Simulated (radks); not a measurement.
Results of a calculation; reference values are marked as such.
Q: Tl5+, 76 electrons, occupied as [Xe] 4f14 5d8 (the NIST ground configuration). Code: a radial shooting solver on a logarithmic mesh with Libxc functionals. Model: scalar-relativistic Kohn-Sham, LDA (Slater exchange, Perdew-Wang correlation), spin-polarised, spherical densities, point nucleus; open shells are filled with parallel spins first (spin-orbit coupling, left out, can overturn this in heavy ions). Some entries of the table are withheld. Estimate them.

orbital  occ.  eigenvalue (eV)  r(max) (bohr)
1s up       1        -85636.44        0.01003
1s down     1        -85636.44        0.01003
2s up       1        -15302.48        0.05816
2s down     1        -15302.27        0.05816
2p up       3        -13173.69        0.04834
2p down     3        -13173.52        0.04834
3s up       1        -3701.739         0.1640
3s down     1        -3701.630         0.1640
3p up       3        -3089.248         0.1639
3p down     3        -3089.133         0.1639
3d up       5        -2454.261         0.1334
3d down     5        -2454.101         0.1334
4s up       1        -875.9032         0.3689
4s down     1        -875.6894         0.3690
4p up       3        -675.0864         0.3891
4p down     3        -674.8714         0.3891
4d up       5        -439.8506         0.3955
4d down     5        -439.5987         0.3955
5s up       1        -195.5878            (1)
5s down     1        -194.3961            (2)
4f up       7        -179.3123            (3)
4f down     7        -178.9924            (4)
5p up       3              (5)         0.9000
5p down     3              (6)         0.8986
5d up       5         -76.4376          1.086
5d down     3         -74.9888          1.085

A: 
(1) 5s up r(max) (bohr): 0.8058
(2) 5s down r(max) (bohr): 0.8047
(3) 4f up r(max) (bohr): 0.3573
(4) 4f down r(max) (bohr): 0.3572
(5) 5p up eigenvalue (eV): -139.8853
(6) 5p down eigenvalue (eV): -138.5104
